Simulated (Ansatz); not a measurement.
System: TaO, net charge 1, triplet state. The spin state was set by rule; other spins were not relaxed. SMILES: [O]=[Ta+]
Geometry from a B3LYP-D3(BJ)/def2-TZVP (Ansatz, an electronic-structure program) optimisation:
```xyz
2

Ta     0.0000     0.0000    -0.1651
O      0.0000     0.0000     1.5062
```
Charge +1, spin multiplicity 3.

Wanted: vertical ionisation energy (to the doublet state of charge +2; each state is the SCF solution reached for its spin; the UHF <S^2> is 0.99 for the doublet (pure: 0.75); for the doublet T1 is 0.062), in eV. Cores are frozen in the correlated levels unless marked. Open shells are spin-unrestricted. No spin-orbit coupling. The frozen core is the preceding noble-gas configuration, with the filled d and f shells of earlier blocks. Past Kr the def2 sets carry scalar-relativistic core potentials. CBS(X,Y): correlation extrapolated as X^-3; Hartree-Fock from the larger set.

```tsv
level	program	vertical ionisation energy (eV)
SVWN5/def2-TZVPD	Ansatz	…
PBE/def2-TZVPD	Ansatz	15.45
r2SCAN/def2-TZVPD	Ansatz	…
B3LYP/def2-TZVPD	Ansatz	15.50
PBE0/def2-TZVPD	Ansatz	15.39
CAM-B3LYP/def2-TZVPD	Ansatz	15.44
wB97M-V/def2-TZVPD	Ansatz	…
wB97X-V/def2-TZVPD	Ansatz	…
CCSD/def2-SVPD	Ansatz	14.80
CCSD/def2-QZVPPD	Ansatz	14.88
CCSD(T)/CBS(def2-TZVPPD,def2-QZVPPD)	Ansatz	14.91
```

Question: Some entries are withheld; supply them.

Answer: 
- SVWN5/def2-TZVPD, vertical ionisation energy (eV): 15.71
- r2SCAN/def2-TZVPD, vertical ionisation energy (eV): 15.46
- wB97M-V/def2-TZVPD, vertical ionisation energy (eV): 15.11
- wB97X-V/def2-TZVPD, vertical ionisation energy (eV): 15.06
